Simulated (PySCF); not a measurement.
I4Sn (SMILES [I][Sn]([I])([I])[I]), singlet, geometry from GFN2-xTB (such geometries of metal compounds can be far from the true shape) (core potentials on I, Sn).

Here is a job for PySCF.
```python
from pyscf import gto, scf, dft

mol = gto.M(
    atom='''
I    -1.651702   -0.644434   -2.090480
Sn    0.000000   -0.000000   -0.000000
I     0.584527    2.676556   -0.088889
I     2.319478   -1.448511   -0.188047
I    -1.252303   -0.583610    2.367416
''',
    basis='lanl2dz',
    ecp={'I': 'lanl2dz', 'Sn': 'lanl2dz'},
    charge=0,
    spin=0,
    verbose=4,
)

mf = dft.RKS(mol)
mf.xc = 'r2scan'
mf = mf.density_fit(auxbasis='def2-universal-jkfit')
mf.kernel()
```

**Question.** What does this run give for the dipole moment, Mulliken (on the basis functions themselves) charges in atom order, number of basis functions, HOMO energy, total energy?

**Answer.** 
```yaml
dipole_moment: 0.00 D
Mulliken (on the basis functions themselves) charges in atom order: I1 -0.11, Sn2 0.45, I3 -0.11, I4 -0.11, I5 -0.11
number_of_basis_functions: 40
HOMO energy: -7.42 eV
total_energy: -49.1057 Eh
```
